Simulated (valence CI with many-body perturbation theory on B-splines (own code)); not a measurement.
Kr15+: magnetic and hyperfine properties of the levels

Computed by valence CI with perturbative core correlation (CI+MBPT): three valence electrons over a frozen Dirac-Fock core [Ar], a basis of 9 s, 9 p, 10 d, 8 f, 5 g, 3 h, 1 i functions for each j, with the one-electron correlation potential Σ1, the two-electron term Σ2, the three-electron term Σ3, Breit, model QED; selected CI, second order for the rest (own B-spline code, finite nucleus).

No measured levels were compared; by estimate terms of the open shell hold to 2 to 4 % of their energy, and close levels can change places. Core correlation moves these levels by up to 4900 cm⁻¹, and in measured spectra 5 to 20 % of such shifts remained as error; rates that hang on mixing are uncertain with them. Only levels of the ground parity were solved; by the run's estimate the other parity begins above the list, which can be wrong where configurations are misplaced.

A/g_I is the dipole constant over the nuclear g factor μ/I (μ in nuclear magnetons, uniformly magnetised nucleus), B/Q the quadrupole constant per barn. Both hold the static response of the core; the bare values leave it out. Large factors of s and p1/2 electrons are usually good to 5 to 10 %; those of open d and f shells near neutrality can be off by tens of per cent, and small factors of p3/2, d and f electrons come from cancelling terms and can be off by a factor of two or in sign, in half-filled shells by more. B is blank for J = 1/2, where it vanishes, and for nearly pure S terms. Energies count from the lowest level.

Names give the largest LS component (configuration and term), which can be under half, so a name can repeat, a term be missing and a line seem to break the LS rules; names also repeat where a configuration has a term twice. Letters in brackets count levels of one name in rising energy.

| Level | E (cm⁻¹) | g | A/g_I (MHz) | A/g_I bare | B/Q (MHz/b) | B/Q bare |
| --- | --- | --- | --- | --- | --- | --- |
| 3d3 4F_3/2 | 0.0 | 0.412 | 5870 | 5640 | -1340 | -1380 |
| 3d3 4F_5/2 | 5912 | 1.029 | 3370 | 3400 | -1260 | -1300 |
| 3d3 4F_7/2 | 12554 | 1.231 | 2690 | 2800 | -1620 | -1670 |
| 3d3 4F_9/2 | 19251 | 1.319 | 2600 | 2750 | -2220 | -2290 |
| 3d3 4P_3/2 | 42937 | 1.571 | 2560 | 2810 | -2610 | -2690 |
| 3d3 4P_1/2 | 44293 | 2.436 | -3850 | -3200 |  |  |
| 3d3 2G_7/2 | 50679 | 0.895 | 4070 | 4040 | 2000 | 2070 |
| 3d3 4P_5/2 | 53442 | 1.586 | 791 | 1060 | 3350 | 3450 |
| 3d3 2G_9/2 | 53824 | 1.054 | 3560 | 3600 | 4020 | 4150 |
| 3d3 2D_3/2 [a] | 62551 | 1.119 | 3530 | 3590 | -3420 | -3530 |
| 3d3 2P_1/2 | 66406 | 0.898 | 224 | 226 |  |  |
| 3d3 2H_11/2 | 72610 | 1.089 | 3340 | 3390 | 7450 | 7670 |
| 3d3 2H_9/2 | 73143 | 0.976 | 3150 | 3160 | 4580 | 4720 |
| 3d3 2D_5/2 [a] | 75561 | 1.206 | 2880 | 2980 | -2360 | -2430 |
| 3d3 2P_3/2 | 81994 | 1.156 | 2760 | 2840 | 442 | 447 |
| 3d3 2F_7/2 | 106700 | 1.139 | 3290 | 3360 | 2210 | 2280 |
| 3d3 2F_5/2 | 108740 | 0.866 | 3320 | 3290 | 3360 | 3470 |
| 3d3 2D_5/2 [b] | 163560 | 1.192 | 2490 | 2590 | 4850 | 5000 |
| 3d3 2D_3/2 [b] | 165470 | 0.798 | 5490 | 5420 | 4440 | 4570 |

Problem. Take the isotope of mass number 85, with I = 9/2, μ = -1.0055 μN and Q = 0.443 b. What is the hyperfine structure of 3d3 4P_1/2?

Solution. From the table A = 861 MHz. Shifts from the centre of gravity in MHz: F = 4: -2370, F = 5: 1940.
